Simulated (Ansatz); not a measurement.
Basis sets compared for MoO2Cl2 (MoCl2O2). The state is a singlet with charge 0. Geometry PBE-D4/def2-SVP. Ansatz on 4 threads of Arm Neoverse V1 on a shared host; times are rough, and most runs start from earlier orbitals.

```xyz
5

Mo   -0.098    0.021    0.023
O    -0.729    1.524    0.454
O    -1.387   -1.066    0.045
Cl    1.453   -0.615    1.552
Cl    0.761    0.135   -2.074
```

In the def2 sets Mo takes a core potential; there is no spin–orbit coupling. The restricted singlet is unstable towards broken spin symmetry in Hartree–Fock (as tested in another run); at PBE-D4/def2-SVP, PBE-D4/def2-TZVPD, r2SCAN-D4/def2-TZVP, r2SCAN-D4/def2-TZVPD and others this wasn't settled.

Binding counts from free atoms (Mo septet, O triplet, Cl doublet) in the same basis, without a counterpoise term.

```csv
level,functions,energy (Eh),HOMO (eV),LUMO (eV),binding per atom (eV),wall time
PBE-D4/def2-SVP,95,-1138.3772,-8.27,-4.52,4.64,0.9 s
PBE-D4/def2-TZVP,176,-1138.8996,-8.33,-4.61,4.57,1.6 s
r2SCAN-D4/def2-TZVP,176,-1139.2857,-8.73,-4.65,4.25,3.5 s
PBE0-D4/def2-SVP,95,-1138.3582,-9.98,-4.01,4.08,1.3 s
PBE0-D4/def2-TZVP (with forces),176,-1138.8805,-9.96,-4.01,4.05,3.2 s
```

Question: Estimate the rows for PBE-D4/def2-TZVPD, r2SCAN-D4/def2-TZVPD, PBE0-D4/def2-TZVPD.

Answer: 
```
               level  functions  energy (Eh)  HOMO (eV)  LUMO (eV)  binding per atom (eV)  wall time
   PBE-D4/def2-TZVPD        212   -1138.9024      -8.35      -4.64                   4.56      2.3 s
r2SCAN-D4/def2-TZVPD        212   -1139.2885      -8.73      -4.65                   4.26        5 s
  PBE0-D4/def2-TZVPD        212   -1138.8834      -9.96      -4.02                   4.05      3.4 s
```
